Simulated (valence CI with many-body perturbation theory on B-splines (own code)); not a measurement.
## Questions on As28+

Computed by relativistic CI+MBPT: three valence electrons over a frozen Dirac-Fock core [He], a basis of 9 s, 9 p, 8 d, 6 f, 3 g, 1 h functions for each j, with the one-electron correlation potential Σ1, the two-electron term Σ2, the three-electron term Σ3, Breit, model QED; selected CI, second order for the rest, scaled by the run's own slope (own B-spline code, finite nucleus).

The last digits are not significant, and no measured levels were compared; by estimate large intervals hold to a few tenths of a per cent, small ones and those within an open d or f shell to about a per cent.

Rates and lifetimes use the calculated energies. Strong lines usually hold to 10 to 20 %, long lifetimes can be off by a factor of two.

Task: What is the ground level?

Result: 2s²2p ²P°_1/2, composition 98 % 2s²2p ²P°, g = 0.657.

Task: What is the ionisation energy?

Result: 3089 eV; NIST lists 3088.1 ± 1.9 eV (semi-empirical).

Task: Among levels below 15428 × 10³ cm⁻¹, which E1 lines absorb most strongly from the ground level?

Result: to 2s²3d ²D_3/2 at 0.6902 nm, f = 0.689; to 2s2p3p ²D_3/2 at 0.6734 nm, f = 0.230; to 2s2p3p ²P_1/2 at 0.6753 nm, f = 0.106.

Task: How is the term ²P° of the ground level split?

Result: J = 1/2 at 0.00, J = 3/2 at 336.87 × 10³ cm⁻¹.

Task: How well does LS coupling describe the low levels?

Result: Among the lowest 20 levels the leading LS term, summed over configurations, holds 86 % on average. For single configurations the figures are 85 % in LS and 90 % in jj coupling. Terms mix most in the J = 3/2 level at 1911.0 × 10³ cm⁻¹, where the leading one holds 61 %.

Task: What are the static dipole polarisabilities of the lowest levels?

Result: 2s²2p ²P°_1/2 0.00526 bohr³, of which the core gives 7.46e-06.

Task: Where does the other parity begin?

Result: At 2s2p² ⁴P_1/2, 603.37 × 10³ cm⁻¹.
